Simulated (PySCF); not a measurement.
# Reading the logs of faulty runs: BH4N2Si cation

All numbers below are calculated, not measured. The program is PySCF 2.14.0, an open-source quantum chemistry code, run on an isolated molecule that a program drew, which may never have been made. The molecule is BH4N2Si cation (charge +1, singlet), drawn as the SMILES string `N=B[SiH+]N`.

Each row is a Hartree-Fock (HF) and frozen-core CCSD(T) single point in the cc-pV(D+d)Z basis, meant for a local HF minimum. Run 1 is clean. Each other run has one planted mistake out of seven kinds, and not every kind appears here: one electron removed, one electron added, multiplicity raised by two, geometry at a saddle point, minimal basis STO-3G, one bond length entered in bohr, all coordinates scaled. The reference is restricted for singlets and unrestricted otherwise, and also for a bond in bohr. Adding or removing an electron swaps singlet and doublet. Electrons count all cores. HOMO and LUMO are orbital energies over both spins, the gradient is its largest component, and the lowest frequency (negative if imaginary) is given only where the gradient is small. Bond lengths are over the 7 bonds as drawn. T1 is the CCSD diagnostic: over 0.02 (restricted) or 0.045 (unrestricted) a single reference is doubtful.

Geometry of the clean run:
```xyz
8
BH4N2Si cation, angstrom
N    -0.1656   -0.4027   -2.9796
B    -0.0751   -0.7712   -1.8262
Si    0.0752   -1.3730    0.0390
N    -0.6843   -0.5435    1.2216
H    -0.2375   -0.1054   -3.9235
H     0.8374   -2.5412    0.4617
H    -0.6459   -0.8010    2.1949
H    -1.2428    0.2804    1.0660
```

| run | electrons | basis functions | <S^2> | HOMO (eV) | LUMO (eV) | gradient (hartree/bohr) | lowest frequency (cm^-1) | mean bond (Å) | longest bond (Å) | T1 | HF (hartree) | CCSD(T) (hartree) | mistake |
|---|---|---|---|---|---|---|---|---|---|---|---|---|---|
| 1 | 36 | 85 | 0.000 | -16.51 | -4.79 | 2.8e-05 | 137 | 1.3252 | 1.966 | 0.0198 | -424.62882 | -425.17423 | no fault |
| 2 | 36 | 85 | 0.000 | -17.70 | -4.35 | 2.2e-01 | - | 1.1980 | 1.777 | 0.0149 | -424.51357 | -425.03352 | all coordinates scaled |
| 3 | 36 | 28 | 0.000 | -15.06 | -1.55 | 8.1e-02 | - | 1.3252 | 1.966 | 0.0269 | -419.62792 | -419.89309 | minimal basis STO-3G |
| 4 | 36 | 85 | 2.058 | -12.93 | -7.44 | 1.4e-01 | - | 1.3252 | 1.966 | 0.0617 | -424.48800 | -425.00126 | multiplicity raised by two |
| 5 | 37 | 85 | 0.774 | -6.23 | 2.55 | 5.1e-02 | - | 1.3252 | 1.966 | 0.0173 | -424.83080 | -425.37866 | ? |

**Which mistake was planted in run 5, and what did it cost?**

It counts 37 electrons, one more than the clean run, at the same geometry and basis. So the mistake is: one electron added. Subtracting run 1 and multiplying by 627.51 kcal/mol a hartree, the energy moved by -126.7 kcal/mol in HF and -128.3 kcal/mol in CCSD(T).

Cautions from the logs. Run 3: T1 is over the limit, so its CCSD(T) energy is less reliable; run 4: T1 is over the limit, so its CCSD(T) energy is less reliable.
